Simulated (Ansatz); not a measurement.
Molecule: sum formula H₉Si₃NO, net charge 0, singlet state. 
Geometry from a B3LYP-D3(BJ)/def2-TZVP (Ansatz, a first-principles code) optimisation:
```xyz
14

Si    -0.0666     0.1478    -0.9932
N     -1.4849     0.6675    -0.1787
Si    -2.6356    -0.2945     0.6896
O      1.2075    -0.0172     0.0208
Si     2.8036    -0.1336     0.3476
H     -0.3411    -1.1708    -1.5974
H      0.2827     1.1633    -2.0112
H     -1.5911     1.6697    -0.0922
H     -4.0198    -0.0034     0.2440
H     -2.3065    -1.7098     0.4143
H     -2.5799    -0.0547     2.1528
H      3.0111     0.1214     1.7896
H      3.5634     0.8641    -0.4430
H      3.2963    -1.4897     0.0120
```
Charge 0, spin multiplicity 1.

Atomisation energy built up term by term with Ansatz (kcal/mol; UHF references for open shells; valence terms freeze the core; atomic spin-orbit terms are left out). CBS(X,Y): correlation extrapolated as X^-3; Hartree-Fock from the larger set.

```
term                                            basis  kcal/mol
-----------------------  ----------------------------  --------
Hartree-Fock                              cc-pV(Q+d)Z    839.00
CCSD correlation         CBS(cc-pV(T+d)Z,cc-pV(Q+d)Z)    273.11
(T)                      CBS(cc-pV(T+d)Z,cc-pV(Q+d)Z)     12.68
core correlation                            cc-pwCVTZ      0.58
scalar relativity (X2C)    cc-pVTZ-DK against cc-pVTZ     -2.85
sum: De                                                  1122.5
```

(T) makes 1.1 % of the CCSD(T) atomisation energy; under 5 % is typical of single-reference molecules.
